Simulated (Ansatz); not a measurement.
All numbers were calculated with Ansatz.

A structure relaxed at PBE0-D4/def2-TZVP, charge 0, multiplicity 1:

| atom | x (Å) | y (Å) | z (Å) |
| --- | --- | --- | --- |
| N1 | 0.8845 | 1.5985 | -0.4645 |
| C2 | -0.2189 | 0.7854 | 0.0468 |
| Ga3 | 0.0306 | -1.1934 | 0.0415 |
| O4 | -1.2348 | -2.3010 | 0.6727 |
| H5 | 1.7312 | 1.4354 | 0.0655 |
| H6 | 1.0997 | 1.3563 | -1.4234 |
| H7 | -1.1226 | 1.0253 | -0.5230 |
| H8 | -0.4460 | 1.1074 | 1.0682 |
| H9 | 1.2973 | -1.9519 | -0.4866 |
| H10 | -2.0210 | -1.8620 | 1.0028 |

Question: Give its formula and SMILES.

Answer: CH6GaNO, `N[CH2][GaH][OH]`.

Question: Point group (tolerance 0.08 Å, 0.16 Å for H)?

Answer: Cs.

Question: Summarise the bond lengths by kind.

Answer: 1 × C–N 1.463 Å; 2 × H–N 1.012 Å; 1 × C–Ga 1.994 Å; 2 × C–H 1.095 Å; 1 × Ga–O 1.796 Å; 1 × Ga–H 1.568 Å; 1 × H–O 0.959 Å.
